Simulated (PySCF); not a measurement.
Gas-phase reaction: 3 B₂O₂ + 3 Br₂ → 2 B₂O₃ + 2 BBr₃, at 600 K and a standard pressure of 1 bar. Level: LDA/def2-TZVP†.

Energies from PySCF, thermal terms from the rigid-rotor harmonic-oscillator model, ideal gas at 1 bar. † marks an energy on the PBE0/def2-TZVP geometry and frequencies. All species are closed-shell singlets. Br: all electrons, no relativistic terms. The harmonic model lacks anharmonicity and excited electronic states, which grow with temperature; levels with a mode under 35 cm⁻¹ are left out. Soft modes under 120 cm⁻¹ make the harmonic entropy rough for B₂O₃.

```tsv
species	E (Ha)	H(600 K) − E (kJ/mol)	S°(600 K) (J/mol/K)
B₂O₂	-198.70643	69.8	292.7
Br₂	-5141.21472	22.7	270.6
B₂O₃	-273.52471	87.8	337.8
BBr₃	-7736.53277	53.7	375.3
```
E: electronic energy; H − E holds the zero-point and thermal terms. 1 Ha = 2625.5 kJ/mol.

Question: Work out ΔH°, ΔS°, ΔG° and log10 K from these numbers.

Answer: 1. ΔE = 2×(-273.52471) + 2×(-7736.53277) − 3×(-198.70643) − 3×(-5141.21472) = -0.35151 Ha = -922.9 kJ.
2. Δ(H − E) = 2×(87.8) + 2×(53.7) − 3×(69.8) − 3×(22.7) = 5.5 kJ, so ΔH° = -917.4 kJ.
3. ΔS° = 2×(337.8) + 2×(375.3) − 3×(292.7) − 3×(270.6) = -263.7 J/K; the number of gas molecules changes by -2.
4. ΔG° = ΔH° − TΔS° = -917.4 − 600×(-263.7)/1000 = -759.2 kJ.
5. log10 K = −ΔG°/(RT ln 10) = 66.07, with RT ln 10 = 11.49 kJ/mol; at standard pressures the products are favoured.
6. A shift of 10 kJ in ΔE would move log10 K by 0.87 here.
For scale, ΔH°(298 K) is -916 kJ at this level, -829 kJ at ωB97M-V/def2-TZVP†, and runs from -916 to -669 kJ over the 20 levels computed.
